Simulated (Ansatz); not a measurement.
Molecule: SiBr₂ (charge 0, singlet). 
Structure (B3LYP-D3(BJ)/def2-TZVP (Ansatz, a first-principles code) minimum search):
```xyz
3

Si     0.0168     0.0210     1.1850
Br     0.9530    -1.4915    -0.2242
Br    -0.9597     1.4831    -0.2498
```
Charge 0, spin multiplicity 1.

Wanted: vertical ionisation energy (to the doublet state of charge +1; each state is the SCF solution reached for its spin; for the singlet the Hartree-Fock reference is unstable and T1 is 0.014), in eV. Correlated levels leave the core frozen unless marked. UHF or UKS for open shells. Spin-orbit coupling is left out. Frozen are the shells of the preceding noble gas and the d and f shells that filled before the atom's block. Non-relativistic. CBS(X,Y): correlation extrapolated as X^-3; Hartree-Fock from the larger set. The bracket is a focal-point correction in the basis named.

RI-MP2/CBS(def2-TZVPPD,def2-QZVPPD)+[CCSD(T)-MP2]/def2-TZVPPD (Ansatz) gives 9.80 eV.

**Question.** Another calculation gave 9.42 eV. Which level was it?
(A) B2PLYP/def2-TZVPD (Ansatz)
(B) CAM-B3LYP/def2-TZVPD (Ansatz)
(C) PBE/def2-TZVPD (Ansatz)

**Answer.** C, PBE/def2-TZVPD (Ansatz). The others give 9.59 (B2PLYP), 9.74 (CAM-B3LYP) eV.
